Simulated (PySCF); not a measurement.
GeH6O2Si. Atoms are numbered in the order given.

```xyz
10

O      1.0046     1.9308     0.0000
Si    -0.5948     1.4675     0.0000
Ge    -0.3405    -0.9234     0.0000
O      1.4806    -0.8033     0.0000
H      1.5958     1.1533     0.0000
H     -1.3220     1.9523     1.2075
H     -1.3220     1.9523    -1.2075
H     -0.7845    -1.7165     1.2545
H     -0.7845    -1.7165    -1.2545
H      1.9600    -1.6411     0.0000
```
Charge 0, spin multiplicity 1.

Coordinates come from a B3LYP-D3(BJ)/def2-SVP optimisation. The structure was generated by enumeration, and PubChem lists no compound with its InChIKey, so it may never have been made. One conformer was computed; it need not be the lowest.

The numbers are results of PBE/def2-TZVP run with PySCF, not measurements.

Gas-phase values at a fixed geometry.

total energy: -2520.05744 hartree
point group: Cs
highest occupied level: -6.87 eV
lowest empty level: -1.66 eV
orbital gap: 5.20 eV
dipole moment: 2.33 D
quadrupole, principal values (traceless, Buckingham form, about the centre of nuclear charge): -6.47, -1.84, 8.31 D·Å
mean static polarisability: 68.2 bohr³ (10.10 Å³)
polarisability, principal values: 59.9, 63.1, 81.6 bohr³
